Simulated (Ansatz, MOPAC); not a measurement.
Molecule: CH8O2Si2 (charge 0, singlet). SMILES: [SiH3]OCO[SiH3]

Atoms: Si1, O2, C3, O4, Si5, H6, H7, H8, H9, H10, H11, H12, H13. Bonds: Si1-O2, Si1-H6, Si1-H7, Si1-H8, O2-C3, C3-O4, C3-H9, C3-H10, O4-Si5, Si5-H11, Si5-H12, Si5-H13.

Bond lengths (Å) and angles (degrees) optimised at AM1 with MOPAC; PM3 with MOPAC; PM6 with MOPAC; MNDO with MOPAC; B3LYP/6-31G* with Ansatz (a first-principles code); MP2/6-31G* with Ansatz, each started from the B3LYP-D3(BJ)/def2-TZVP structure (Ansatz) of the last column. A row stands for all coordinates that are equal there; 9 of 17 kinds are shown. 6-31G* holds six Cartesian d functions. No wavenumbers were computed at MNDO, MP2/6-31G*, so these may be saddle points.

```tsv
coordinate	AM1	PM3	PM6	MNDO	B3LYP/6-31G*	MP2/6-31G*	B3LYP-D3(BJ)/def2-TZVP
Si1-O2	1.777 to 1.797	1.708	1.614	1.660	1.676	1.686	1.659
Si1-H6	1.456	1.500	1.462	1.381	1.486	1.483	1.480
Si1-H7	1.456	1.502	1.463	1.382	1.490	1.487	1.484
Si1-H8	1.456 to 1.459	1.501	1.463	1.380	1.482	1.479	1.476
O2-C3	1.381 to 1.399	1.379	1.386	1.373	1.407	1.412	1.404
C3-H9	1.129	1.107	1.112	1.133	1.097	1.095	1.094
Si1-O2-C3	114.8 to 116.8	119.1	175.0	135.3	122.4	119.4	123.6
O2-C3-O4	101.7	105.9	107.0	108.8	112.8	112.1	112.2
O2-Si1-H6	106.1 to 114.7	113.6	109.7	109.9	112.7	112.6	111.8
```

A range marks coordinates that this level makes unequal.

Mean signed difference of all 12 bond lengths from B3LYP-D3(BJ)/def2-TZVP: AM1 0.013 Å, PM3 0.017 Å, PM6 -0.016 Å, MNDO -0.048 Å, B3LYP/6-31G* 0.007 Å, MP2/6-31G* 0.008 Å.
